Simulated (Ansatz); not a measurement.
The cluster Ge4Te3. Total charge 0; singlet. Geometry PBE0-D4/def2-SVP.

```xyz
7

Ge    1.386    1.033   -1.191
Ge    2.469   -0.214    1.012
Ge   -1.491   -0.804   -0.301
Ge    1.249    1.892    1.425
Te   -1.026    1.742    0.124
Te   -3.550   -1.952   -0.522
Te    0.963   -1.697   -0.546
```

In the def2 sets Te takes a core potential; there is no spin–orbit coupling. Another isomer (singlet) lies 0.61 eV lower at PBE0-D4/def2-TZVP; other spin states weren't run for this one.

Estimate the orbital energies around the gap (eV) in Ansatz with PBE-D4/def2-TZVP, revPBE-D4/def2-TZVP, r2SCAN-D4/def2-TZVP, PBE0-D4/def2-TZVP.


```
orbital  PBE-D4/def2-TZVP  revPBE-D4/def2-TZVP  r2SCAN-D4/def2-TZVP  PBE0-D4/def2-TZVP
 HOMO−5             -6.79                -6.72                -7.10              -7.73
 HOMO−4             -6.21                -6.15                -6.48              -7.11
 HOMO−3             -5.90                -5.84                -6.16              -6.74
 HOMO−2             -5.83                -5.77                -6.12              -6.70
 HOMO−1             -5.40                -5.34                -5.67              -6.32
   HOMO             -5.39                -5.33                -5.61              -6.13
   LUMO             -3.47                -3.39                -3.52              -2.94
 LUMO+1             -3.39                -3.31                -3.41              -2.86
 LUMO+2             -3.35                -3.28                -3.39              -2.80
 LUMO+3             -2.31                -2.23                -2.25              -1.67
 LUMO+4             -2.23                -2.14                -2.13              -1.59
 LUMO+5             -1.77                -1.69                -1.71              -1.12
```
